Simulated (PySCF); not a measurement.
**Structure elucidation problem**

An unknown has the formula C$_{5}$H$_{6}$N$_{2}$Si. Its calculated NMR data are:

1H NMR (600 MHz, computed): δ 8.26 (s, 1H), 5.18 (s, 2H), 2.38 (s, 3H).

13C{1H} NMR (computed): δ 165.9 (CH), 127.2 (C), 113.0 (C), 84.4 (C), 5.3 (CH3).

Non-relativistic Hamiltonian, a single conformation, no solvent model, averaged over atoms made equivalent by symmetry, fast rotation or ring inversion. σ from GIAO-PBE0/pcSseg-1; geometry: GFN2-xTB; PySCF 2.14.

Scale: 1H, 13C against TMS (reference shieldings calculated alike).

Task: Which of these isomers gave the spectra?
A. N#C[SiH2]n1cccc1
B. C#Cc1cncn1[SiH3]
C. N#Cc1cccn1[SiH3]
D. CC#C/C=N\[SiH2]C#N

Result: D. 

The formula gives 5 degrees of unsaturation (no ring in the answer). 5 carbon signals for 5 carbons: no two carbons are equivalent. Carbon types of the structure: 3 × C, 1 × CH, 1 × CH3, leaving 2 H on heteroatoms. δC 165.9: C=N carbon. δC 127.2: nitrile carbon; this is the usual window of a C≡N carbon, which has no attached hydrogen. δC 113.0, 84.4: alkyne carbon. δC 5.3: propargylic methyl carbon; a saturated carbon with 1 carbon neighbour and no heteroatom attached. δH 5.18: hydrogen on a silicon bonded to C, N.

The others: N#Cc1cccn1[SiH3] would give 4 signals for carbon-bound and other non-exchanging H, not 3; C#Cc1cncn1[SiH3] would give 4 signals for carbon-bound and other non-exchanging H, not 3; N#C[SiH2]n1cccc1 would give 3 carbon signals, not 5.

Shifts are as computed. Against solution values, carbons near 30 ppm lie about +3 ppm off and those near 130 ppm about +5 ppm. Of 1309 compounds with measured shifts, 239 miss one by over three times the rms of a fit or turn the order of signals round; such compounds aren't used in these exercises. No couplings were computed; multiplicities are counted from neighbouring protons, with m where these are inequivalent, close in shift, in a saturated or five-membered ring or joined by F or P, and br s for small geminal =CH2 splittings.
